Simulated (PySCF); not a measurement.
**How methods differ on the ionisation energy of Al⁺**

Al⁺ [Ne] 3s2 (1S) → Al²⁺ [Ne] 3s1 (2S), as a difference of total energies. All numbers are calculated (PySCF 2.14, no relativity, point nucleus, in def2-TZVP). Correlated levels: valence: [Ne] frozen. The calculations carry no spin-orbit coupling.

```csv
method,ionisation energy (eV)
UHF,17.529
M06-2X,19.018
TPSS,18.642
MP2 (valence),18.271
SCS-MP2 (valence),18.420
CCSD (valence),18.600
```

**Question.** How much does correlation contribute at MP2 (valence)?

**Answer.** 18.271 − (17.529) = 0.742 eV, measured against UHF.

Errors of the correlated levels include the incompleteness of this basis and the frozen core.

With two correlated electrons CCSD is exact in that space.

For comparison: 18.829 eV (measured; NIST Atomic Spectra Database, ionization energies).
